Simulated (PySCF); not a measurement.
Atoms are numbered as in `[BH2:1][BH:2][S:3][CH3:4]` (H(Xn): hydrogen on atom n).

Averaged over atoms made equivalent by symmetry, fast rotation or ring inversion, no relativistic terms, isolated molecule, one conformer. Shieldings: GIAO PBE0/pcSseg-1; geometry: PBE0-D3(BJ)/def2-SVP; PySCF 2.14.0 with density-fitted response routines.

Scale: 13C (184.41 ppm), 1H (31.27 ppm) vs TMS; 11B (100.73 ppm) vs BF3·OEt2; 33S (495.66 ppm) against CS2 (reference shieldings calculated alike).

```tsv
atoms	nucleus	count	Hirshfeld charge	δ (ppm)
C4	13C	1	-0.11	19.8
B1	11B	1	0.09	109.8
B2	11B	1	0.01	?
H(B2)	1H	1	-0.05	8.13
H(C4)	1H	3	0.05	?
H(B1)	1H	2	-0.05	9.92
S3	33S	1	0.01	108
```

Q: Complete the table.

A: 
- H(C4): 2.03 ppm, hydrogen on a methyl carbon bonded to S
- B2: 80.1 ppm, boron bonded to B, S, H

Hydrogens on boron are broadened and split by 11B (spin 3/2, 80 %) and 10B (spin 3). Shifts are as computed. Against solution values, carbons near 30 ppm lie about +2 ppm off and those near 130 ppm about +5 ppm. Of 1309 compounds with measured shifts, 239 miss one by over three times the rms of a fit or turn the order of signals round; such compounds aren't used in these exercises.
